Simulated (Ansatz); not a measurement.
CH2BClFN (`C=NB(F)Cl`), relaxed with RKS PBE-D4/def2-SVP in Ansatz from a rough embedded geometry. The force threshold is 0.03 eV/Å; the program also tests the step.

Charge 0, multiplicity 1.

Start:

```xyz
7

C    -0.689   -0.826   -0.706
N    -0.269   -0.528    0.451
B     0.555    0.684    0.666
F     0.986    1.609   -0.403
Cl    1.104    1.161    2.387
H    -1.261   -1.800   -0.801
H    -0.427   -0.300   -1.594
```

**Question.** By how much does the energy fall, and how many steps does the optimiser take? (An estimate is asked.)

**Answer.** Ansatz gave: 21.97 kcal/mol, in 14 steps, 1 of them rejected.

**Question.** Which bonds change most? (An estimate is asked.)

**Answer.** The calculation gave: B3–F4 from 1.478 to 1.341 Å; N2–B3 from 1.481 to 1.383 Å; B3–Cl5 from 1.868 to 1.777 Å; C1–H7 from 1.065 to 1.117 Å.

**Question.** Give the relaxed structure. (Estimate.)

**Answer.** Computed: 
```xyz
7

C    -0.850   -0.792   -0.706
N     0.025   -0.183   -0.047
B     0.864    0.718    0.582
F     1.998    1.125   -0.009
Cl    0.488    1.302    2.217
H    -0.896   -1.906   -0.729
H    -1.629   -0.263   -1.308
```
